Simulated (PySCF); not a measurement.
Working out the ionisation energy of S²⁺

S²⁺ [Ne] 3s2 3p2 (3P) → S³⁺ [Ne] 3s2 3p1 (2P). All numbers are calculated (PySCF 2.14, the spin-free X2C one-electron Hamiltonian (Gaussian nucleus), in cc-pVDZ-DK). Frozen: [Ne]. Energies in hartree (1 hartree = 27.21139 eV):

```csv
part,S²⁺ (lower),S³⁺ (upper)
UHF,-397.403624,-396.149575
CCSD correlation,-0.073797,-0.061606
(T),-0.000816,-0.000546
```

Task: What does Hartree-Fock give?

Result: (-396.149575) − (-397.403624) = 1.254049 hartree = 34.124 eV.

Task: What do CCSD and CCSD(T) give?

Result: The CCSD correlation energies differ by 0.012191 hartree = 0.332 eV and the triples by 0.000270 hartree = 0.007 eV, so CCSD gives 34.456 eV and CCSD(T) 34.463 eV.

Reference: 34.86 ± 0.04 eV (semi-empirical (NIST evaluation); NIST Atomic Spectra Database, ionization energies), between the lowest levels; spin-orbit coupling is absent from the calculation.

A double-zeta basis recovers only part of the correlation energy.

What remains against the reference includes basis incompleteness, the frozen core and higher excitations.
